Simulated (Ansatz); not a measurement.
`[Au][Au]` + Cl₂ → 2 `[Cl][Au]` at 500 K and 1 bar (formal exchange of groups at the Au–Au bond).

Calculated with Ansatz (gas phase, PBE0-D4/def2-TZVP geometries, no zero-point term in ΔE). CCSD(T)/CBS adds triple-zeta CCSD(T) − MP2 to the extrapolated MP2 energy (def2 sets, frozen cores). This one scheme is used for every species. def2 core potentials past Kr. For Au outer-core shells are correlated without core-valence functions, which leaves a few kJ/mol of doubt a bond.

```tsv
species	CCSD(T)/CBS energy (Eh)	H − E (kJ/mol)	S (J/(mol·K))
`[Au][Au]`	-271.06425	18.8	289.5
Cl₂	-919.51390	19.6	240.8
`[Cl][Au]`	-595.30960	19.1	270.9
```

H − E and S are ideal-gas, rigid-rotor, harmonic terms from PBE0-D4/def2-TZVP. 1 Eh = 2625.50 kJ/mol, R = 8.31446 J/(mol·K).

Task: By hand: ΔE, ΔH, ΔS and ΔG.

Result: ΔE = 2 × (-595.30960) − (-271.06425) − (-919.51390) = -0.04105 Eh = -107.8 kJ/mol. Δ(H − E) = 2 × 19.1 − 18.8 − 19.6 = -0.2, so ΔH = -108.0 kJ/mol. ΔS = 2 × 270.9 − 289.5 − 240.8 = 11.5 J/(mol·K). ΔG = -108.0 − 500 × (11.5)/1000 = -113.8 kJ/mol.

Task: By hand: the equilibrium constant, and the temperature at which ΔG would vanish if ΔH and ΔS stayed fixed.

Result: log₁₀ K = −ΔG/(RT ln 10) = 11.9. ΔH and −TΔS have one sign here, so there is no such temperature.

The number of gas molecules stays the same, so ΔS is small and ΔH decides. A doubt of 5 kJ/mol in ΔE shifts log₁₀ K by 0.5 here. These are equilibria of isolated gas molecules and say nothing of rates. Largest T1 diagnostic: 0.025 (customary marks: 0.02 for closed shells, 0.045 for open ones).
